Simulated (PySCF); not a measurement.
**ECD: `C=C[C@@H]1[C@H](C)[Se][C@@H]1F`, C6H9FSe**

Geometry (Å), atoms numbered from 1 in this order:
```xyz
17

C     2.3623    0.3328    0.4015
C     1.1357   -0.1495    0.3262
C     0.3477   -0.2088   -0.9406
C    -0.9221    0.6710   -1.0024
C    -1.6082    0.9373    0.3174
Se   -1.8967   -0.7159   -2.0905
C    -0.3070   -1.5617   -1.2459
F    -0.6638   -2.2550   -0.1314
H     2.9027    0.3644    1.3320
H     2.8765    0.7191   -0.4637
H     0.6433   -0.5389    1.2057
H     0.9927    0.0458   -1.7874
H    -0.7824    1.5950   -1.5666
H    -0.9780    1.5718    0.9395
H    -1.8041    0.0080    0.8482
H    -2.5565    1.4443    0.1483
H     0.2511   -2.2478   -1.8883
```

Computed with TDDFT B3LYP/def2-SVPD circular dichroism and optical rotation, one conformer, gas phase (PySCF). Geometry: GFN2-xTB.

The molecule is flexible and this is one conformer; a measurement averages over conformers. The calculation is non-relativistic, which matters for the atoms heavier than Zn. States above about 6.3 eV (minus the energy of the highest occupied orbital) lie near or above the ionisation threshold and depend on the basis.

Q: What are the CIP labels of the stereocentres?

A: C3 R, C4 S, C7 S.

Q: Which excitations and rotatory strengths does the calculation give?

A: Rotatory strengths R in 10⁻⁴⁰ esu² cm², velocity form and length form (origin at the centre of mass); f in length form.
| state | E (eV) | λ (nm) | f | R (velocity) | R (length) | main |
| --- | --- | --- | --- | --- | --- | --- |
| 1 | 3.86 | 321 | 0.0004 | +7.4 | +7.2 | HOMO→LUMO 0.97 |
| 2 | 5.45 | 228 | 0.005 | -5.0 | -4.8 | HOMO→LUMO+1 0.90 |
| 3 | 5.58 | 222 | 0.025 | -10.4 | -10.2 | HOMO→LUMO+2 0.90 |
| 4 | 5.72 | 217 | 0.042 | +1.3 | +0.1 | HOMO−2→LUMO 0.82, HOMO−1→LUMO 0.10 |
| 5 | 5.76 | 215 | 0.021 | +6.0 | +7.2 | HOMO→LUMO+3 0.92 |
| 6 | 5.85 | 212 | 0.092 | -10.0 | -10.1 | HOMO−1→LUMO 0.82, HOMO−2→LUMO 0.11 |
| 7 | 6.41 | 193 | 0.016 | -2.7 | -2.8 | HOMO→LUMO+4 0.67, HOMO−3→LUMO 0.28 |
| 8 | 6.60 | 188 | 0.022 | +0.3 | +0.3 | HOMO−3→LUMO 0.46, HOMO→LUMO+4 0.19 |
| 9 | 6.69 | 185 | 0.013 | +5.2 | +5.1 | HOMO→LUMO+6 0.56, HOMO→LUMO+5 0.17 |
| 10 | 6.87 | 181 | 0.031 | -1.2 | -0.4 | HOMO→LUMO+5 0.70, HOMO→LUMO+6 0.22 |
| 11 | 6.98 | 178 | 0.009 | +11.9 | +12.6 | HOMO−2→LUMO+1 0.81 |
| 12 | 7.02 | 177 | 0.026 | -24.6 | -24.5 | HOMO−1→LUMO+3 0.94 |
| 13 | 7.05 | 176 | 0.045 | -4.4 | -4.4 | HOMO→LUMO+7 0.77, HOMO−2→LUMO+1 0.08 |
| 14 | 7.17 | 173 | 0.017 | +11.7 | +11.7 | HOMO−1→LUMO+2 0.75, HOMO−1→LUMO+1 0.16 |
| 15 | 7.30 | 170 | 0.032 | +11.9 | +12.4 | HOMO−2→LUMO+2 0.53, HOMO→LUMO+9 0.18 |
| 16 | 7.33 | 169 | 0.336 | +44.9 | +45.6 | HOMO→LUMO+8 0.29, HOMO−1→LUMO+1 0.23 |

Among the states computed, the strongest CD band (largest |R|) is state 16. The largest dissymmetry factor in size, g = 4R/(D+G), with D and G the electric and magnetic dipole strengths, is +0.077 for state 1 (velocity form, f = 0.0006), among bands with |R| over 0.5. The mirror image has the same energies and oscillator strengths and all R with the opposite sign.
